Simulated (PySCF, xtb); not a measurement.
C4H6NO, SMILES C1(=O)CCC[N]1 (connectivity only; charge and spin as stated), charge -1, multiplicity 1. Other conformers were not sampled.

Harmonic wavenumbers (cm⁻¹) from GFN2-xTB in xtb at its own minimum, in rising order: 108, 224, 465, 532, 620, 695, 786, 859, 899, 938, 1002, 1047, 1085, 1127, 1158, 1201, 1229, 1263, 1288, 1363, 1477, 1498, 1515, 1752, 2723, 2826, 2905, 2931, 2940, 2962.

What does PBE-D3(BJ)/def2-SVPD in PySCF 2.14.0 give at its own minimum? (The exact figures need the calculation; the answer reports its results.)

153, 225, 463, 527, 616, 678, 765, 851, 856, 892, 974, 1008, 1047, 1101, 1133, 1167, 1196, 1236, 1247, 1338, 1393, 1409, 1428, 1630, 2748, 2868, 2925, 2936, 2975, 3009. Paired by order, the mean absolute difference is 35 cm⁻¹ and the zero-point energies are 59.2 and 58.3 kcal/mol.
